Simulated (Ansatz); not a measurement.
## What each rung costs, and what it gives

Saddle point of GeNH$_{8}$F, closed shell (GeH₄ + NH₃ + HF → GeH₃F ([F][GeH3]) + NH₃ + H₂; bonds formed: Ge1–F9, H2–H8; bonds broken: Ge1–H2, H8–F9), PBE0-D4/def2-TZVP structure:

Ge1  (-0.610, -0.516, -0.707)
H2  (-0.159, -1.312, 0.939)
H3  (-0.755, -1.935, -1.305)
H4  (-1.994, -0.103, -0.151)
H5  (-0.181, 0.423, -1.854)
H6  (1.242, 1.131, 0.443)
N7  (0.243, 1.232, 0.586)
H8  (0.714, -1.271, 0.530)
F9  (1.509, -0.945, -0.324)
H10  (-0.054, 2.145, 0.264)
H11  (0.046, 1.151, 1.577)
(Å)

Barriers are electronic and count from the start structure reached by relaxing down the imaginary mode.

Computed with Ansatz 0.2.0 (basis: as named in each row); correlated methods freeze the cores. Filled d shells of the heavier atoms are correlated. The def2 sets are not built for correlating such inner shells, so the correlated values are less sure here. B3LYP uses VWN-RPA correlation. Extrapolation: Hartree–Fock as exp(−7.88 √X), correlation as X^−2.97.

Times are rough, for one single point on 4 threads of a shared host (Arm Neoverse V2).

The estimate by CCSD(T) at an estimated basis limit (MP2 extrapolated from triple and quadruple zeta, plus CCSD(T) − MP2 in triple zeta) is 212.2 kJ/mol.

```json
{"method": "HF", "basis": "STO-3G", "time (s)": "under 1", "barrier (kJ/mol)": "391.7", "method less estimate": "179.6"}
{"method": "PBE-D4", "basis": "STO-3G", "time (s)": "under 1", "barrier (kJ/mol)": "191.0", "method less estimate": "-21.2"}
{"method": "SPW92", "basis": "def2-SVP", "time (s)": "under 1", "barrier (kJ/mol)": "129.0", "method less estimate": "-83.2"}
{"method": "PBE-D4", "basis": "def2-SVP", "time (s)": "under 1", "barrier (kJ/mol)": "151.9", "method less estimate": "-60.3"}
{"method": "B3LYP-D4", "basis": "6-31G", "time (s)": "under 1", "barrier (kJ/mol)": "163.1", "method less estimate": "-49.1"}
{"method": "SPW92", "basis": "def2-TZVPP", "time (s)": "under 1", "barrier (kJ/mol)": "152.4", "method less estimate": "-59.8"}
{"method": "PBE0-D4", "basis": "def2-SVP", "time (s)": "under 1", "barrier (kJ/mol)": "177.2", "method less estimate": "-35.0"}
{"method": "PBE-D4", "basis": "def2-TZVPP", "time (s)": "1", "barrier (kJ/mol)": "173.9", "method less estimate": "-38.3"}
{"method": "BLYP-D4", "basis": "def2-TZVPP", "time (s)": "1", "barrier (kJ/mol)": "184.7", "method less estimate": "-27.4"}
{"method": "BHLYP-D4", "basis": "def2-TZVPP", "time (s)": "2", "barrier (kJ/mol)": "217.7", "method less estimate": "5.5"}
{"method": "B3LYP-D4", "basis": "def2-TZVPP", "time (s)": "2", "barrier (kJ/mol)": "199.7", "method less estimate": "-12.4"}
{"method": "PBE0-D4", "basis": "def2-TZVPP", "time (s)": "2", "barrier (kJ/mol)": "192.8", "method less estimate": "-19.4"}
{"method": "CAM-B3LYP-D4", "basis": "def2-TZVPP", "time (s)": "2", "barrier (kJ/mol)": "205.2", "method less estimate": "-7.0"}
{"method": "r2SCAN0-D4", "basis": "def2-TZVPP", "time (s)": "3", "barrier (kJ/mol)": "197.1", "method less estimate": "-15.1"}
{"method": "r2SCAN-D4", "basis": "def2-TZVPP", "time (s)": "3", "barrier (kJ/mol)": "181.6", "method less estimate": "-30.6"}
{"method": "B2PLYP", "basis": "def2-TZVPP", "time (s)": "3", "barrier (kJ/mol)": "207.0", "method less estimate": "-5.1"}
{"method": "wB97M-V", "basis": "def2-SVP", "time (s)": "4", "barrier (kJ/mol)": "177.9", "method less estimate": "-34.3"}
{"method": "CCSD(T)", "basis": "def2-SVP", "time (s)": "4", "barrier (kJ/mol)": "209.7", "method less estimate": "-2.5"}
{"method": "PBE-QIDH", "basis": "def2-TZVPP", "time (s)": "4", "barrier (kJ/mol)": "204.0", "method less estimate": "-8.2"}
{"method": "RPA on PBE", "basis": "def2-TZVPP", "time (s)": "4", "barrier (kJ/mol)": "203.7", "method less estimate": "-8.5"}
{"method": "wB97X-V", "basis": "def2-TZVPP", "time (s)": "5", "barrier (kJ/mol)": "200.7", "method less estimate": "-11.5"}
{"method": "B97M-V", "basis": "def2-TZVPP", "time (s)": "6", "barrier (kJ/mol)": "188.9", "method less estimate": "-23.2"}
{"method": "wB97M-V", "basis": "def2-TZVPP", "time (s)": "6", "barrier (kJ/mol)": "195.9", "method less estimate": "-16.3"}
{"method": "MP2", "basis": "def2-QZVPP", "time (s)": "14", "barrier (kJ/mol)": "206.7", "method less estimate": "-5.5"}
{"method": "CCSD(T)", "basis": "def2-TZVPP", "time (s)": "95", "barrier (kJ/mol)": "208.3", "method less estimate": "-3.9"}
```

All methods are single points on the PBE0-D4 structures.

T1 diagnostic: at most 0.013.

Labels in which every atom is bracketed show which atoms are joined, not bond orders.
